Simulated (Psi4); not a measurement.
HFSi, charge +1, doublet, geometry from GFN2-xTB (a state made from the parent by changing its charge; the spin is typed, not shown lowest); HF/def2-SVPD (Psi4).

Input for Psi4:
```
memory 2 GB

molecule mol {
1 2
Si   -0.270919   -0.356726    0.337084
H    -1.036664   -1.365046   -0.396130
F     0.536614    0.706579   -0.480339
}

set {
  basis def2-svpd
  reference uhf
  scf_type pk
  puream true
  d_convergence 1e-8
}

energy('scf')
print_variables()
```

What the program printed (banner, timings and long lists left out):

```
   => Loading Basis Set <=

    Name: DEF2-SVPD
    Role: ORBITAL
    Keyword: BASIS

         ---------------------------------------------------------
                                   SCF
               by Justin Turney, Rob Parrish, Andy Simmonett
                          and Daniel G. A. Smith
                              UHF Reference
         ---------------------------------------------------------

  ==> Geometry <==

    Molecular point group: cs
    Full point group: Cs

    Geometry (in Angstrom), charge = 1, multiplicity = 2:

       Center              X                  Y                   Z               Mass
    ------------   -----------------  -----------------  -----------------  -----------------
         SI           0.502059676404    -0.339049885846     0.000000000000    27.976926534650
         H            1.768185510314     0.394164114242     0.000000000000     1.007825032230
         F           -0.833128351162     0.478373114252     0.000000000000    18.998403162730

  Running in cs symmetry.

  Rotational constants: A =     11.01228  B =      0.56991  C =      0.54187 [cm^-1]
  Rotational constants: A = 330139.97708  B =  17085.60028  C =  16244.88532 [MHz]
  Nuclear repulsion =   49.483472750616471

  Charge       = 1
  Multiplicity = 2
  Electrons    = 23
  Nalpha       = 12
  Nbeta        = 11

  ==> Algorithm <==

  SCF Algorithm Type is PK.
  DIIS enabled.
  MOM disabled.
  Fractional occupation disabled.
  Guess Type is SAD.
  Energy threshold   = 1.00e-06
  Density threshold  = 1.00e-08
  Integral threshold = 1.00e-12

  ==> Primary Basis <==

  Basis Set: DEF2-SVPD
    Blend: DEF2-SVPD
    Number of shells: 23
    Number of basis functions: 55
    Number of Cartesian functions: 59
    Spherical Harmonics?: true
    Max angular momentum: 2

  ==> Integral Setup <==

  Using in-core PK algorithm.
   Calculation information:
      Number of atoms:                   3
      Number of AO shells:              23
      Number of primitives:             41
      Number of atomic orbitals:        59
      Number of basis functions:        55

      Integral cutoff                 1.00e-12
      Number of threads:                 1

  Performing in-core PK
  Using 2373140 doubles for integral storage.
  We computed 37943 shell quartets total.
  Whereas there are 38226 unique shell quartets.

  ==> DiskJK: Disk-Based J/K Matrices <==

    J tasked:                  Yes
    K tasked:                  Yes
    wK tasked:                  No
    Schwarz Cutoff:          1E-12

  Minimum eigenvalue in the overlap matrix is 1.1980196353E-03.
  Reciprocal condition number of the overlap matrix is 2.3758601269E-04.
    Using symmetric orthogonalization.

  ==> Pre-Iterations <==

  SCF Guess: Superposition of Atomic Densities via on-the-fly atomic UHF (no occupation information).

   -------------------------
    Irrep   Nso     Nmo
   -------------------------
     A'        39      39
     A"        16      16
   -------------------------
    Total      55      55
   -------------------------

  ==> Iterations <==

                        Total Energy        Delta E     RMS |[F,P]|

   @UHF iter SAD:  -388.12562572972814   -3.88126e+02   0.00000e+00
   @UHF iter   1:  -388.40357552355687   -2.77950e-01   7.78118e-03 ADIIS/DIIS
   @UHF iter   2:  -388.45411848919622   -5.05430e-02   4.82924e-03 ADIIS/DIIS
   @UHF iter   3:  -388.46808852421350   -1.39700e-02   9.26898e-04 ADIIS/DIIS
   @UHF iter   4:  -388.46917970712332   -1.09118e-03   2.19523e-04 ADIIS/DIIS
   @UHF iter   5:  -388.46930706128541   -1.27354e-04   8.78334e-05 DIIS
   @UHF iter   6:  -388.46933478294352   -2.77217e-05   3.47576e-05 DIIS
   @UHF iter   7:  -388.46934110123505   -6.31829e-06   1.21870e-05 DIIS
   @UHF iter   8:  -388.46934207151440   -9.70279e-07   3.17104e-06 DIIS
   @UHF iter   9:  -388.46934212624643   -5.47320e-08   9.77346e-07 DIIS
   @UHF iter  10:  -388.46934212983683   -3.59040e-09   2.24676e-07 DIIS
   @UHF iter  11:  -388.46934212999901   -1.62174e-10   5.99437e-08 DIIS
   @UHF iter  12:  -388.46934213001083   -1.18234e-11   2.18823e-08 DIIS
   @UHF iter  13:  -388.46934213001254   -1.70530e-12   7.25662e-09 DIIS
  Energy and wave function converged.

  ==> Post-Iterations <==

   @Spin Contamination Metric:   1.050956175E-02
   @S^2 Expected:                7.500000000E-01
   @S^2 Observed:                7.605095618E-01
   @S   Expected:                5.000000000E-01
   @S   Observed:                5.000000000E-01

    Orbital Energies [Eh]
    ---------------------

    Alpha Occupied:

       1Ap   -69.181003     2Ap   -26.584714     3Ap    -6.540585
       4Ap    -4.651880     1App   -4.646321     5Ap    -4.644092
       6Ap    -1.861912     7Ap    -1.059709     8Ap    -0.965584
       2App   -0.944186     9Ap    -0.915348    10Ap    -0.701189

    Alpha Virtual:

       3App   -0.255960    11Ap    -0.135636    12Ap    -0.087957
      13Ap    -0.072079     4App   -0.030618    14Ap     0.004777
       5App    0.026365    15Ap     0.032851    16Ap     0.041221
       6App    0.082044    17Ap     0.100909    18Ap     0.115386
      19Ap     0.135792     7App    0.186394    20Ap     0.214624
      21Ap     0.255153    22Ap     0.290292     8App    0.368791
       9App    0.410829    23Ap     0.421512    10App    0.439059
      24Ap     0.440209    25Ap     0.509515    26Ap     0.569578
      11App    0.590001    27Ap     0.640032    28Ap     0.759638
      29Ap     0.815828    12App    0.842725    30Ap     0.849873
      31Ap     0.964132    13App    1.475711    32Ap     1.495241
      14App    1.665330    33Ap     1.718985    34Ap     1.788331
      35Ap     2.137612    36Ap     2.152027    15App    3.430460
      37Ap     3.434012    16App    3.442328    38Ap     3.460530
      39Ap     3.704471

    Beta Occupied:

       1Ap   -69.174295     2Ap   -26.581111     3Ap    -6.529360
       1App   -4.641710     4Ap    -4.640961     5Ap    -4.630920
       6Ap    -1.851731     7Ap    -1.032800     2App   -0.943535
       8Ap    -0.941951     9Ap    -0.858227

    Beta Virtual:

      10Ap    -0.268536     3App   -0.222629    11Ap    -0.117566
      12Ap    -0.081147    13Ap    -0.031386     4App   -0.012443
      14Ap     0.020485     5App    0.030159    15Ap     0.036520
      16Ap     0.055643     6App    0.085401    17Ap     0.110578
      18Ap     0.140751    19Ap     0.141090     7App    0.194303
      20Ap     0.232291    21Ap     0.262293    22Ap     0.306169
       8App    0.378739     9App    0.432583    23Ap     0.440399
      10App    0.454357    24Ap     0.473811    25Ap     0.533071
      26Ap     0.577302    11App    0.604820    27Ap     0.657640
      28Ap     0.777330    29Ap     0.827288    12App    0.846892
      30Ap     0.862539    31Ap     0.999224    13App    1.477509
      32Ap     1.508858    14App    1.693971    33Ap     1.736721
      34Ap     1.799389    35Ap     2.156349    36Ap     2.164189
      15App    3.434283    37Ap     3.437397    16App    3.445158
      38Ap     3.467680    39Ap     3.710809

    Final Occupation by Irrep:
             Ap   App
    DOCC [     9,    2 ]
    SOCC [     1,    0 ]
    NA   [    10,    2 ]
    NB   [     9,    2 ]

  @UHF Final Energy:  -388.46934213001254

   => Energetics <=

    Nuclear Repulsion Energy =             49.4834727506164711
    One-Electron Energy =                -631.3825066720063433
    Two-Electron Energy =                 193.4296917913773370
    Total Energy =                       -388.4693421300125920

  UHF NO Occupations:
  HONO-2 :    8 Ap 1.9997193
  HONO-1 :    9 Ap 1.9951269
  HONO-0 :   10 Ap 1.0000000
  LUNO+0 :   11 Ap 0.0048731
  LUNO+1 :   12 Ap 0.0002807
  LUNO+2 :    3App 0.0000996
  LUNO+3 :   13 Ap 0.0000076

Computation Completed

Properties will be evaluated at   0.000000,   0.000000,   0.000000 [a0]

Properties computed using the SCF density matrix

 Multipole Moments:

 ------------------------------------------------------------------------------------
     Multipole            Electronic (a.u.)      Nuclear  (a.u.)        Total (a.u.)
 ------------------------------------------------------------------------------------

 L = 1.  Multiply by 2.5417464519 to convert [e a0] to [Debye]
 Dipole X            :         -0.8947182            2.4545007            1.5597824
 Dipole Y            :         -0.7061597           -0.0891502           -0.7953099
 Dipole Z            :          0.0000000            0.0000000            0.0000000
 Magnitude           :                                                    1.7508395

 ------------------------------------------------------------------------------------

  Variable Map:
  ----------------------------------------------------------------------------
  "CURRENT ENERGY"           =>    -388.469342130013
  "CURRENT REFERENCE ENERGY" =>    -388.469342130013
  "DD SOLVATION ENERGY"      =>       0.000000000000
  "HF KINETIC ENERGY"        =>     388.083084008101
  "HF POTENTIAL ENERGY"      =>    -776.552426138114
  "HF TOTAL ENERGY"          =>    -388.469342130013
  "HF VIRIAL RATIO"          =>       2.000995297496
  "NUCLEAR REPULSION ENERGY" =>      49.483472750616
  "ONE-ELECTRON ENERGY"      =>    -631.382506672006
  "PCM POLARIZATION ENERGY"  =>       0.000000000000
  "PE ENERGY"                =>       0.000000000000
  "SCF ITERATION ENERGY"     =>    -388.469342130013
  "SCF ITERATIONS"           =>      13.000000000000
  "SCF TOTAL ENERGY"         =>    -388.469342130013
  "TWO-ELECTRON ENERGY"      =>     193.429691791377

  Array Variable Map:
  ----------------------------------------------------------------------------
  "CURRENT DIPOLE"           =>       1.559782439696 ... 0.000000000000 1 by 3
  "SCF DIPOLE"               =>       1.559782439696 ... 0.000000000000 1 by 3
  "SCF TOTAL ENERGIES"       =>    -388.125625729728 ... -388.469342130013 1 by 14
```
